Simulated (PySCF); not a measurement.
A PySCF script (with the pyscf-properties extension) for the NMR shieldings of `C=C[C@@H]1CC[C+](C)C[C@H]1F`, [C9H14F]+, on a GFN2-xTB geometry:

```python
import basis_set_exchange as bse
import numpy as np
from pyscf import gto, dft
from pyscf.prop import nmr

atoms = """
C    -3.573418    0.300352   -0.352897
C    -2.480010   -0.426798   -0.239333
C    -1.090164    0.156059   -0.199009
C    -0.240365   -0.421918   -1.344846
C     1.217285   -0.006084   -1.188701
C     1.742291   -0.238416    0.145604
C     2.975546    0.365714    0.600915
C     0.878459   -0.951631    1.068468
C    -0.434674   -0.098701    1.165346
F    -0.081492    1.087719    1.754163
H    -4.549250   -0.150483   -0.378932
H    -3.541570    1.374637   -0.424092
H    -2.531761   -1.504805   -0.169125
H    -1.157402    1.241930   -0.322333
H    -0.631343   -0.065965   -2.297012
H    -0.331868   -1.510477   -1.345955
H     1.841095   -0.559920   -1.905216
H     1.379803    1.043358   -1.468784
H     3.574738    0.797659   -0.196863
H     3.566953   -0.323468    1.207858
H     2.699518    1.168350    1.301977
H     0.563785   -1.918465    0.669211
H     1.308633   -1.077554    2.061679
H    -1.116525   -0.594397    1.865431
"""
names = dict.fromkeys(["C", "F", "H"], "pcSseg-1")
basis = {el: gto.basis.parse(bse.get_basis(n, elements=[el], fmt="nwchem")) for el, n in names.items()}
mol = gto.M(atom=atoms, basis=basis, charge=1, verbose=0)
mf = dft.RKS(mol, xc="PBE0")
mf.grids.level = 2
mf.grids.alignment = dft.numint.BLKSIZE   # the property module wants whole blocks of grid points
mf.conv_tol = 1e-9
mf.kernel()

calc = nmr.RKS(mf)   # GIAO
C = mf.mo_coeff
Co = C[:, mf.mo_occ > 0]
resp = mf.gen_response(singlet=True, hermi=2)
def vind(x):   # induced exchange potential for any number of trial vectors
    d = np.einsum("pi,xij,qj->xpq", C, 2 * x.reshape(-1, C.shape[1], Co.shape[1]), Co, optimize=True)
    return np.einsum("xpq,pi,qj->xij", resp(d - d.transpose(0, 2, 1)), C, Co, optimize=True).ravel()
mo1, _ = nmr.rhf.solve_mo1(calc, with_cphf=vind)
sigma = calc.kernel(mo1)
for i, s in enumerate(sigma):   # ppm
    w = np.linalg.eigvalsh((s + s.T) / 2)
    print("%2d %-2s iso %8.1f  s11 %8.1f  s22 %8.1f  s33 %8.1f" % (i, mol.atom_pure_symbol(i), w.mean(), *w))
```

**Question.** What does it print?

**Answer.** 
```
 0 C  iso     51.6  s11    -64.4  s22     59.1  s33    160.1
 1 C  iso     50.1  s11    -66.2  s22     67.0  s33    149.6
 2 C  iso    136.1  s11    119.7  s22    140.5  s33    148.1
 3 C  iso    150.5  s11    135.3  s22    145.2  s33    171.0
 4 C  iso    123.6  s11     84.6  s22    132.6  s33    153.5
 5 C  iso   -167.5  s11   -350.9  s22   -314.2  s33    162.6
 6 C  iso    133.4  s11     87.5  s22    149.3  s33    163.4
 7 C  iso    118.1  s11     74.6  s22    120.0  s33    159.6
 8 C  iso     77.3  s11     48.5  s22     75.6  s33    107.9
 9 F  iso    333.5  s11    266.2  s22    330.5  s33    403.8
10 H  iso     25.5  s11     22.5  s22     24.5  s33     29.6
11 H  iso     25.5  s11     21.3  s22     24.9  s33     30.4
12 H  iso     25.8  s11     23.9  s22     24.4  s33     29.3
13 H  iso     29.1  s11     26.7  s22     27.2  s33     33.5
14 H  iso     29.0  s11     24.2  s22     27.8  s33     35.0
15 H  iso     29.6  s11     26.3  s22     27.9  s33     34.7
16 H  iso     27.4  s11     21.8  s22     26.7  s33     33.7
17 H  iso     27.2  s11     23.0  s22     27.0  s33     31.6
18 H  iso     27.5  s11     23.8  s22     27.3  s33     31.4
19 H  iso     27.2  s11     23.4  s22     26.4  s33     31.9
20 H  iso     27.8  s11     25.1  s22     26.7  s33     31.5
21 H  iso     27.7  s11     23.1  s22     27.1  s33     33.0
22 H  iso     26.9  s11     23.8  s22     27.1  s33     30.0
23 H  iso     25.8  s11     23.4  s22     26.4  s33     27.6
```

These numbers come from an equivalent density-fitted implementation of the same equations, which agrees with the script to about 0.01 ppm for H and up to a few tenths of a ppm for heavy atoms, so last digits may differ.

**Question.** Turn these shieldings into chemical shifts. Referencing at the same level of theory: TMS for $^{13}$C (σref 186.93) and $^{1}$H (σref 31.72); $^{19}$F (σref 170.95) against CFCl3.

**Answer.** Averaging equivalent atoms: C 5: 354.4; C 1: 136.8; C 0: 135.3; C 8: 109.6; C 7: 68.8; C 4: 63.4; C 6: 53.5; C 2: 50.8; C 3: 36.4; F 9: -162.6; H 11: 6.19; H 10: 6.18; H 23: 5.91; H 12: 5.87; H 22: 4.77; H 17: 4.51; H 16: 4.31; H 18/19/20: 4.24; H 21: 3.98; H 14: 2.73; H 13: 2.61; H 15: 2.09 ppm. Unscaled 19F shifts against computed CFCl3 carry errors that often reach 10 to 50 ppm.

Size and cost of the density-fitted run: 240 basis functions, 46 s wall time on 1 thread of an x86-64 server CPU, shared host.
